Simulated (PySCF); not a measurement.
Members of the series SiXY, Y = methyl; each row names its spin state. Isolated molecules, 0 K electronic values unless said otherwise. One relaxed conformer stands for each flexible species; it need not be the lowest. Strings in code marks are SMILES.

The highest occupied spin orbital from two functionals at the same geometries (B3LYP-D3(BJ)/def2-TZVP), both in PySCF: PBE-D3(BJ)/def2-TZVP and B3LYP-D3(BJ)/def2-TZVP. B3LYP has the VWN-RPA correlation part, as in Gaussian. 

```json
[
 {"species": "X = methyl, multiplicity 3 (`C[Si]C` (excited triplet))", "PBE-D3(BJ)/def2-TZVP (eV)": "-3.57"},
 {"species": "X = amino, multiplicity 3 (`C[Si]N` (excited triplet))", "PBE-D3(BJ)/def2-TZVP (eV)": "-3.49"},
 {"species": "X = vinyl, multiplicity 3 (`C=C[Si]C` (excited triplet; C–C–Si–C torsion 0°))", "PBE-D3(BJ)/def2-TZVP (eV)": "-3.86"},
 {"species": "X = AlH2, multiplicity 3 (`C[Si][AlH2]` (triplet; the order of the spin states depends on the level))", "PBE-D3(BJ)/def2-TZVP (eV)": "-4.82"}
]
```

Task: What does B3LYP-D3(BJ)/def2-TZVP give for each?

Result: 
- X = methyl, multiplicity 3 (`C[Si]C` (excited triplet)): -4.28
- X = amino, multiplicity 3 (`C[Si]N` (excited triplet)): -4.20
- X = vinyl, multiplicity 3 (`C=C[Si]C` (excited triplet; C–C–Si–C torsion 0°)): -4.49
- X = AlH2, multiplicity 3 (`C[Si][AlH2]` (triplet; the order of the spin states depends on the level)): -5.38
Over these rows, drawn at random from the members with no instability flagged (it was tested for open shells, ions and some series alone), PBE minus B3LYP-D3(BJ): mean +0.65 eV, from +0.56 eV to +0.72 eV.
